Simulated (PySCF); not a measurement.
# Computed spin Hamiltonian

Species: C₄H₈NSi (doublet state).
Geometry (GFN2-xTB, Å), atoms numbered from 1 in this order:
```
atom  x, y, z in Å
N1     2.2188   -0.6246    0.4342
Si2    0.9581    0.2249   -0.3925
C3    -0.1906    1.3963    0.5038
C4    -1.4890    0.9055    0.4736
C5    -1.6895   -0.2944   -0.1606
C6    -0.4964   -0.9672   -0.7373
H7     1.9773   -1.2011    1.2253
H8     3.0747   -0.1306    0.6262
H9     1.6076    0.7747   -1.5858
H10    0.0281    2.3351    0.9856
H11   -2.3133    1.4391    0.9285
H12   -2.6653   -0.7492   -0.2445
H13   -0.3637   -1.9498   -0.2794
H14   -0.6574   -1.1594   -1.7992
```

The hyperfine couplings belong to this conformer and change with its torsions.

The species is `N[Si@@H]1C=C[CH]C1` [radical].

Method: UKS B3LYP, pcH-1 on C H N Si, non-relativistic, mean-field spin-orbit, GIAO in PySCF 2.14.0. Geometry: GFN2-xTB, one conformer, isolated molecule. Couplings are sensitive to structure, and on GFN2-xTB geometries they can be far from those on DFT ones. The SCF solution wasn't tested for stability. ⟨S²⟩ is 0.773 where a pure state has 0.75.

* g1, g2, g3: 2.00215, 2.00260, 2.00283
* g_iso: 2.00253
* Form of g: rhombic: the two nearest values differ by 34 % of g3 − g1
* ⟨S²⟩: 0.7725 (exact 0.7500)
* HOMO–LUMO gap, α and β orbitals: 5.72, 4.68 eV
* Total energy: -501.49758 Eh

Isotropic coupling and dipolar principal values T1 to T3, in MHz; ρ(0) is the spin density at the nucleus:

| atom | isotope | a_iso | of which spin–orbit | T1 | T2 | T3 | Mulliken spin population | ρ(0) (bohr⁻³) |
| --- | --- | --- | --- | --- | --- | --- | --- | --- |
| N1 | 14N | 4.8 | 0.0 | -0.8 | -0.8 | 1.7 | 0.01 | 0.0147 |
| Si2 | 29Si | 26.0 | 0.0 | -2.5 | -0.6 | 3.0 | 0.00 | -0.0293 |
| C3 | 13C | 50.2 | -0.1 | -47.6 | -46.3 | 93.9 | 0.65 | 0.0447 |
| C4 | 13C | -43.4 | 0.0 | -25.4 | 10.6 | 14.8 | -0.24 | -0.0386 |
| C5 | 13C | 53.4 | -0.1 | -50.4 | -48.7 | 99.1 | 0.63 | 0.0476 |
| C6 | 13C | -18.2 | 0.0 | -1.1 | 0.4 | 0.8 | -0.05 | -0.0162 |
| H7 | 1H | -1.1 | 0.0 | -2.0 | -1.0 | 2.9 | 0.00 | -0.0002 |
| H8 | 1H | -0.5 | 0.0 | -1.9 | -1.0 | 2.9 | 0.00 | -0.0001 |
| H9 | 1H | 24.8 | 0.0 | -2.0 | -1.5 | 3.5 | 0.01 | 0.0056 |
| H10 | 1H | -38.1 | 0.0 | -23.6 | -0.1 | 23.8 | -0.03 | -0.0085 |
| H11 | 1H | 10.0 | 0.0 | -4.8 | -0.5 | 5.3 | 0.01 | 0.0022 |
| H12 | 1H | -40.4 | 0.0 | -24.3 | -0.6 | 24.9 | -0.03 | -0.0090 |
| H13 | 1H | 51.0 | 0.0 | -3.6 | -2.2 | 5.8 | 0.02 | 0.0114 |
| H14 | 1H | 47.1 | 0.0 | -3.8 | -2.0 | 5.8 | 0.02 | 0.0105 |

Largest spin populations (Mulliken): C3 (+0.65), C5 (+0.63) and C4 (-0.24). The positive populations add up to 1.35 and the negative ones to -0.35, together 2S = 1. The angles at C3 add up to 360.0°, so it is planar.

Axes: g3 points within 6° of the C4–C5 bond.

Under fast tumbling the dipolar parts average out, and these isotropic splittings remain (the largest six): 1 × 1H (H13, I = 1/2, 2 lines) with 1.82 mT, 1 × 1H (H14, I = 1/2, 2 lines) with 1.68 mT, 1 × 1H (H12, I = 1/2, 2 lines) with 1.44 mT, 1 × 1H (H10, I = 1/2, 2 lines) with 1.36 mT, 1 × 1H (H9, I = 1/2, 2 lines) with 0.89 mT and 1 × 1H (H11, I = 1/2, 2 lines) with 0.36 mT.

The 13C coupling of C5 (53.4 MHz) shows only in satellite lines or after enrichment, since that isotope makes up about 1.07 % of natural carbon.

The 29Si coupling of Si2 (26.0 MHz) shows only in satellite lines or after enrichment, since that isotope makes up about 4.7 % of natural silicon.

Examples of negative spin density at the nucleus (bohr⁻³): C4 (-0.0386), Si2 (-0.0293) and C6 (-0.0162).

Time: 43 s (with the writing of density and orbital grids); peak memory 0.86 GiB. Hardware: an Arm Neoverse V2 with one thread, shared host with 96 logical CPUs at a one-minute load of 46.
